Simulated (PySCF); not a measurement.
# Relaxation of quartet HMoO

All numbers come from PySCF, UPBE0, basis Mo def2-TZVP with ECP28, O def2-TZVP, H def2-TZVP (scalar-relativistic core potentials, no spin–orbit coupling, density fitting). A (50,194) grid was used.

A hand-made linear start, of C∞v symmetry, held to at least that symmetry:

```xyz
3
charge 0 multiplicity 4, angstrom
Mo    0.0000    0.0000    0.2329
O     0.0000    0.0000   -1.5471
H     0.0000    0.0000    1.9329
```

(1) What does it relax to?

(2) How much energy is released, and in how many steps?

## Answers

(1) It ends at C∞v with Mo–H 1.898 Å, Mo–O 1.692 Å; H–Mo–O 180.0°. A frequency run shows 2 imaginary modes (one degenerate set), down to 742i cm⁻¹, so it is a higher-order saddle point. Other isomers or separated fragments may lie lower.

(2) 31.2 kJ/mol in 5 steps.

With open d or f shells other occupations or spin states may lie lower.

The relaxation took 7.6 s on 2 threads of a shared Arm Neoverse V2 host, with 77 basis functions and 6 gradients; the process peaked at 0.5 GiB.
